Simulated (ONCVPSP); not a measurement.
An all-electron radial function and its pseudo partner (nickel)

Columns: radius, all-electron u(r) and pseudo u(r) of the 3p shell (level -71.25 eV) of nickel in the configuration [Ne] 3s2 3p6 3d8 4s2; PBEsol, scalar-relativistic, ONCV scheme, ONCVPSP 4.0.1.

```csv
r (bohr),all-electron,pseudo
0.065,-0.4198,0.0356
0.130,-0.6420,0.1370
0.195,-0.4582,0.2902
0.260,-0.0744,0.4752
0.325,0.3375,0.6690
0.390,0.6886,0.8499
0.455,0.9473,1.0008
0.520,1.1129,1.1108
0.585,1.1981,1.1755
0.650,1.2211,1.1967
0.715,1.1993,1.1805
0.780,1.1469,1.1351
0.845,1.0759,1.0694
0.910,0.9944,0.9914
0.975,0.9088,0.9075
1.040,0.8231,0.8227
1.105,0.7403,0.7401
1.170,0.6619,0.6618
1.235,0.5890,0.5889
1.300,0.5222,0.5221
1.365,0.4614,0.4613
1.430,0.4066,0.4065
1.495,0.3574,0.3574
1.560,0.3137,0.3136
1.625,0.2748,0.2747
1.690,0.2403,0.2403
```

Q: How many radial nodes do the two functions have?

A: The all-electron 3p function has n − l − 1 = 1; the pseudo-wave has 0, since the states of the same l below it are removed with the core.

Q: At about which radius was the pseudo-wave matched?

A: 1.20 bohr. The columns agree to 0.0005 from 1.04 bohr on; several derivatives are matched, so the curves merge somewhat inside the radius.

Q: Is the pseudo-wave norm-conserving?

A: Yes: the ONCV scheme keeps the norm inside the radius equal to the all-electron one, which fixes the energy derivative of the logarithmic derivative at the level.
